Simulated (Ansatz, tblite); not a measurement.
Isomers of Na$_{3}$Li⁻ (doublet), found by a short tight-binding search and relaxed with PBE0/def2-TZVPD in Ansatz.

The xTB rows come from tblite. B3LYP takes the VWN-RPA correlation.

Run but left out: HF/def2-TZVPD, HF/def2-TZVPPD, r2SCAN/def2-TZVPD, MP2/def2-TZVPPD, CCSD/def2-TZVPPD, CCSD(T)/def2-TZVPPD (A: ⟨S²⟩ 1.05 to 1.79, where a pure state has 0.75).

A: At PBE/def2-TZVPD, B3LYP/def2-TZVPD, PBE0/def2-TZVPD the highest occupied level of the charge -1 doublet lies above zero (up to 0.40 eV). By energy differences its removal costs 0.92 eV (vertical, to the charge 0 singlet, at PBE/def2-TZVPD); a positive level beside a positive removal energy at the same level points to self-interaction error. B: At PBE/def2-TZVPD, B3LYP/def2-TZVPD the highest occupied level of the charge -1 doublet lies above zero (up to 0.34 eV). It is a level of α spin, whose loss leaves a singlet; that state wasn't run at this geometry and level. The electron is either unbound and held by the finite basis, or the level is raised by self-interaction error. At PBE0/def2-TZVPD the charge -1 doublet is spin-contaminated (final ⟨S²⟩ up to 0.88, 0.75 for a pure state).

Other spin states were run for one of them alone.

A:

Cartesian coordinates in Å:
```
Li -0.0817 0.0504 -1.4760
Na 0.0995 -0.0637 1.8510
Na -0.4094 2.9394 -0.0651
Na 0.3916 -2.9261 -0.3099
```

B:

```xyz
4

Li   -1.6067    2.3657   -0.1172
Na   -1.4337   -0.8952   -0.5611
Na    1.7060   -2.5103    0.1245
Na    1.3343    1.0398    0.5538
```

Q: Estimate which lies lowest at each level, and how far above it the others are (kJ/mol).

A: 
```json
{"level": "GFN2-xTB", "A": "0.0", "B": "20.9"}
{"level": "PBE/def2-TZVPD", "A": "0.0", "B": "10.3"}
{"level": "B3LYP/def2-TZVPD", "A": "0.0", "B": "11.0"}
{"level": "PBE0/def2-TZVPD", "A": "0.0", "B": "8.4"}
```
Point groups (tolerance 0.1 Å): A C2v, B C2v. Lower isomers may exist.
